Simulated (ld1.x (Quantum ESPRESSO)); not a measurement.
# What one change does to a pseudopotential (C, ultrasoft)

```
Element                 : C (Z = 6)
Generator               : ld1.x (Quantum ESPRESSO) 7.5
Type                    : ultrasoft
Functional              : Wu–Cohen
Relativity              : scalar-relativistic
Frozen core             : [He]
Valence charge          : 4
Reference configuration : 2s1 2p3
Partial waves           : 2s (bound): rcut 0.95, rcutus 1.30 bohr; 2s channel at -0.6 Ry: rcut 0.95, rcutus 1.30 bohr; 2p (bound): rcut 2.25, rcutus 2.45 bohr; 2p channel at 2.15 Ry: rcut 2.25, rcutus 2.45 bohr; 3d channel at 0.15 Ry: rcut 1.75, rcutus 2.45 bohr
Local potential         : all-electron potential smoothed inside 1.95 bohr (lloc = -1)
Core correction         : none
Augmentation charge     : PSQ, inside the norm-conserving radii
```

Change: all radii scaled by about 1.35 (s 1.74, p 3.30, d 3.30 bohr, rcut 1.28/3.02/2.36); local potential all-electron potential smoothed inside 2.62 bohr (lloc = -1).

Cutoffs: the cutoffs (Ry, on a coarse ladder) from which the occupation-weighted sum of valence levels, in a spherical-Bessel basis at the reference potential, stays within 10 and 1 mRy of its value at 400 Ry; they do not see the model core or the augmentation charge, which bear on the density cutoff. Errors are all-electron minus pseudo energies relative to the spin-unpolarised reference configuration.

Q: How do hardness, ghosts and transferability respond?

A: The potential gets softer (12 Ry and 15 Ry → 10 Ry and 15 Ry); the number of tests that count goes from 7 to 6; of the 6 tests that both files solve, the error grows in 5 and shrinks in 1 by more than 15 % and 0.3 meV (median size 3.5 → 11.0 meV); neither file shows a bound ghost at the reference potential, the only one tested. A larger radius leaves more room for a smooth pseudo-wave, so fewer plane waves are needed.

| quantity | base | changed |
| --- | --- | --- |
| cutoff, loose | 12 Ry | 10 Ry |
| cutoff, tight | 15 Ry | 15 Ry |
| loose cutoff by channel (10 mRy a level) | s 8 Ry, p 10 Ry | s 10 Ry, p 6 Ry |
| bound ghosts | none | none |
| tests counted (converged, no solver errors) | 7 of 7 | 6 of 7 |
| error for 2s2 2p2, meV [ΔE -8.43 eV] | -0.2 | +2.1 |
| error for 2s2 2p1, meV [ΔE 2.38 eV] | +24 | -78 |
| error for 2s2 2p2.3, meV [ΔE -9.58 eV] | -1.5 | 0.0 |
| error for 2s0 2p4, meV [ΔE 8.45 eV] | +1.2 | +2.0 |
| error for 2s1 2p2, meV [ΔE 11.10 eV] | +5.5 | -98 |
| error for 2s2 2p1.5, meV [ΔE -4.49 eV] | +6.3 | -20 |
| lowest overlap eigenvalue by channel | s 0.39, p 0.80, d 0.94 | s 0.67, p 0.76, d 0.94 |

Changed file: Tests not counted: 2s2 2p0 (pseudo-atom not self-consistent, printed error -90 meV).
